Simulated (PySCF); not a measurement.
Excitations are Tamm–Dancoff values on a coarser integration grid. The basis has no diffuse functions, so Rydberg states are missing or too high.

Cartesian coordinates (Å):
```xyz
5

O     -0.5560    -1.0062    -0.0131
B     -0.0895     0.2415     0.0003
I      2.0229     0.6231     0.0293
I     -1.4937     1.8387    -0.0077
H      0.1162    -1.6972    -0.0089
```
Charge 0, multiplicity 1.

Task: Predict the dipole moment, S1 excitation (TDA), total energy, brightest of the four lowest singlets (TDA), T1 excitation (TDA), HOMO–LUMO gap, S1–T1 gap (TDA) and LUMO from TPSSh-D3(BJ)/def2-TZVP // CAM-B3LYP-D3(BJ)/def2-TZVP (PySCF).

Result: 
```
Item                                               Result
-------------------------------------------  ------------
dipole moment                                      1.66 D
S1 excitation (TDA)                               4.81 eV
total energy                                 -696.0687 Ha
brightest of the four lowest singlets (TDA)       5.76 eV
T1 excitation (TDA)                               4.67 eV
HOMO–LUMO gap                                     5.35 eV
S1–T1 gap (TDA)                                   0.14 eV
LUMO                                             -1.53 eV
```
